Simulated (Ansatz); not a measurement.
Mulliken charges of `FB1COB1F` from r2SCAN/def2-TZVPP in Ansatz (PBE0-D4/def2-TZVP geometry).

| atom | x (Å) | y (Å) | z (Å) | charge (e) |
| --- | --- | --- | --- | --- |
| F1 | -1.847 | -0.662 | 1.114 | -0.256 |
| B2 | -0.841 | -0.167 | 0.444 | 0.234 |
| C3 | 0.586 | -0.755 | 0.076 | 0.017 |
| O4 | 0.934 | 0.488 | -0.640 | -0.272 |
| B5 | -0.230 | 1.175 | -0.434 | 0.412 |
| F6 | -0.434 | 2.389 | -0.892 | -0.279 |
| H7 | 0.629 | -1.603 | -0.613 | 0.073 |
| H8 | 1.296 | -0.923 | 0.891 | 0.073 |

Problem. By hand: the dipole of these point charges (1 e Å = 4.8032 D).

Solution. Σ q r = (0.199, -0.382, 0.084) e Å, of length 0.439 e Å = 2.11 D.

Problem. How does the dipole of the full density compare? (Best estimate.)

Solution. The calculation gave: (0.036, -0.366, 0.149) e Å, 1.91 D; the point charges give 1.10 times that, at 24° from its direction.

Point charges leave out the atoms' own dipoles, such as those of lone pairs, and Mulliken's split depends on the basis, so the two needn't agree.
